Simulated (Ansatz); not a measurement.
Relaxation of Cl₃F₂H₃O₂W (11 atoms, charge 0, multiplicity 1), to a largest force component of 0.03 eV/Å in at most 50 steps.

Method: RHF/def2-SVP (Ansatz 0.2.0).

```xyz
11
Properties=species:S:1:pos:R:3
W 0.084 -0.142 -0.121
Cl -0.061 0.025 2.258
Cl 2.370 -0.123 -0.297
O -0.242 1.618 -0.303
H -0.536 2.505 -0.150
F -1.775 -0.384 -0.070
O 0.141 -1.949 0.175
H -0.373 -2.645 0.566
Cl -0.100 -0.458 -2.423
F 1.583 2.172 1.268
H 1.650 1.938 2.144
```

Problem. Where does it end, and by what steps?

Solution. The forces met the threshold. After 17 steps the energy has fallen by 0.767 eV; H5 moved furthest, 1.14 Å.

```
step  energy less start (eV)  largest force component (eV/Å)  accepted
   0                  0.0000                           0.848       yes
   1                 -0.2222                           1.383       yes
   2                 -0.3458                           1.801       yes
   3                 -0.4090                           1.877       yes
   4                 -0.4265                           1.682       yes
   5                 -0.5242                           0.562       yes
   6                 -0.5636                           1.311       yes
   7                 -0.5933                           1.314       yes
   8                 -0.6429                           0.916       yes
   9                 -0.6766                           1.306       yes
  10                 -0.7107                           1.069       yes
  11                 -0.7408                           0.717       yes
  12                 -0.7522                           0.454       yes
  13                 -0.7458                           1.146        no
  14                 -0.7628                           0.179       yes
  15                 -0.7649                           0.079       yes
  16                 -0.7661                           0.035       yes
  17                 -0.7671                           0.020       yes
```

```xyz
11
Properties=species:S:1:pos:R:3
W 0.006 -0.311 -0.377
Cl 0.373 -0.080 2.037
Cl 2.261 -0.643 -0.817
O 0.270 1.469 -0.346
H 0.510 2.213 0.210
F -1.807 -0.070 -0.073
O -0.148 -2.060 0.104
H -0.075 -2.646 0.845
Cl -0.512 -0.548 -2.596
F 0.964 2.988 1.768
H 0.899 2.245 2.292
```

Whether the end is a true minimum wasn't checked by a vibrational analysis.

Time of the run: 51 s on 4 threads of Arm Neoverse V2 (shared host), peak memory 0.52 GiB.
